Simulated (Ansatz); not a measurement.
Stepwise reaction of `C[Si](O)(O)[SiH3]` with hydrogen fluoride, as a gas-phase model of exchange steps in deposition or etching. ΔE in kJ/mol; ΔG adds harmonic PBE0-D4 terms to CCSD(T)/CBS, at 1 bar.

Computed with Ansatz on PBE0-D4/def2-TZVP structures; ΔE is electronic, products minus reactants. CBS: MP2 limit from def2 TZ/QZ plus the TZ coupled-cluster correction, frozen cores. This one scheme is used for every species. DFT in def2-TZVPP. B3LYP here is the variant with VWN-RPA as its local correlation; programs differ in this. One conformer a species, not always the lowest.

```
step                                               reaction  PBE-D4  B3LYP-D4  ωB97M-V  CCSD(T)/CBS  ΔG(500 K)
   1  `C[Si](O)(O)[SiH3]` + H–F → `C[Si](O)(F)[SiH3]` + H₂O   -41.4     -44.8    -44.3        -43.6      -46.8
```

(1) Give the row of step 2, `C[Si](O)(F)[SiH3]` + H–F → `C[Si](F)(F)[SiH3]` + H₂O. (An estimate is asked.)

(2) By hand: ΔE of the 2 steps together at CCSD(T)/CBS.

Results:

(1) The calculation gave: 
```tsv
step	reaction	PBE-D4	B3LYP-D4	ωB97M-V	CCSD(T)/CBS	ΔG(500 K)
2	`C[Si](O)(F)[SiH3]` + H–F → `C[Si](F)(F)[SiH3]` + H₂O	-42.6	-44.4	-44.0	-43.1	-44.4
```

(2) (-43.6) + (-43.1) = -86.7 kJ/mol, or -43.4 kJ/mol a step.

In ΔE the steps differ by no more than 0.5 kJ/mol. All are downhill at CCSD(T)/CBS. ΔG lies between -46.8 and -44.4 kJ/mol a step. PBE-D4 differs from CCSD(T)/CBS by 0.5 to 2.2 kJ/mol a step. Only this route is followed, and other bonds may react first. Isolated molecules leave out the surface, adducts and barriers. Largest T1 diagnostic: 0.012.
